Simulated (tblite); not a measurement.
Compound: C₇H₉ClF₂.
Atom-mapped SMILES: `[F:1][CH:2]([F:3])[C@H:4]1[CH2:5][CH2:6]/[C:7]1=[CH:8]/[CH2:9][Cl:10]` (hydrogens: H11 on C2; H12 on C4; H13, H14 on C5; H15, H16 on C6; H17 on C8; H18, H19 on C9)

Computed geometry: GFN2-xTB, gas phase.

Problem. Give the optimised bond lengths and angles.

Solution. 
```json
{"bond": "F1–C2", "length (Å)": "1.356", "order": "single"}
{"bond": "C2–F3", "length (Å)": "1.357", "order": "single"}
{"bond": "C2–C4", "length (Å)": "1.520", "order": "single"}
{"bond": "C4–C5", "length (Å)": "1.544", "order": "single"}
{"bond": "C5–C6", "length (Å)": "1.540", "order": "single"}
{"bond": "C6–C7", "length (Å)": "1.504", "order": "single"}
{"bond": "C7=C8", "length (Å)": "1.322", "order": "double"}
{"bond": "C8–C9", "length (Å)": "1.486", "order": "single"}
{"bond": "C9–Cl10", "length (Å)": "1.801", "order": "single"}
{"bond": "C4–C7", "length (Å)": "1.512", "order": "single"}
{"bond": "C2–H11", "length (Å)": "1.101", "order": "single"}
{"bond": "C4–H12", "length (Å)": "1.092", "order": "single"}
{"bond": "C5–H13", "length (Å)": "1.086", "order": "single"}
{"bond": "C5–H14", "length (Å)": "1.088", "order": "single"}
{"bond": "C6–H15", "length (Å)": "1.090", "order": "single"}
{"bond": "C6–H16", "length (Å)": "1.088", "order": "single"}
{"bond": "C8–H17", "length (Å)": "1.082", "order": "single"}
{"bond": "C9–H18", "length (Å)": "1.089", "order": "single"}
{"bond": "C9–H19", "length (Å)": "1.087", "order": "single"}
```

Orders are formal, as drawn. A selection of angles:
```json
{"angle": "F1–C2–F3", "degrees": "105.9"}
{"angle": "F1–C2–C4", "degrees": "110.6"}
{"angle": "F3–C2–C4", "degrees": "111.6"}
{"angle": "C2–C4–C5", "degrees": "112.6"}
{"angle": "C2–C4–C7", "degrees": "114.3"}
{"angle": "C5–C4–C7", "degrees": "88.2"}
{"angle": "C4–C5–C6", "degrees": "89.9"}
{"angle": "C5–C6–C7", "degrees": "88.7"}
{"angle": "C6–C7–C8", "degrees": "133.2"}
{"angle": "C4–C7–C6", "degrees": "92.5"}
{"angle": "C4–C7–C8", "degrees": "134.3"}
{"angle": "C7–C8–C9", "degrees": "124.8"}
{"angle": "C8–C9–Cl10", "degrees": "108.9"}
```

Torsions: F1–C2–C4–C5 69° (synclinal); C2–C4–C5–C6 109° (anticlinal); C4–C5–C6–C7 7° (synperiplanar); C5–C6–C7–C8 170° (antiperiplanar); C6–C7–C8–C9 -175° (antiperiplanar); C7–C8–C9–Cl10 110° (anticlinal); C2–C4–C7–C6 -107° (anticlinal).

The C–C distances run from 1.322 Å (C7=C8, drawn double) to 1.544 Å (C4–C5, drawn single), a spread of 0.222 Å. The 4-membered ring C4–C5–C6–C7 has internal angles of 88.2° to 92.5° (sum 359°, against 360° for a flat polygon); it is slightly puckered (a soft mode that the optimisation may not have finished), 0.04 Å rms from its mean plane, widest ring torsion 7°. Of the pairs four or more bonds apart, F3···H19 is among the closest relative to their van der Waals radii: 2.41 Å, 90 % of the sum of Bondi's values.

Point group: C1 (no symmetry element, even within 0.4 Å). Its GFN2-xTB frequencies are all real (lowest 28 cm⁻¹). The numbers are those of one conformer.

On Intel Xeon at 2.70 GHz, one thread, shared host, this took 1.0 s. This is the geometry optimisation.
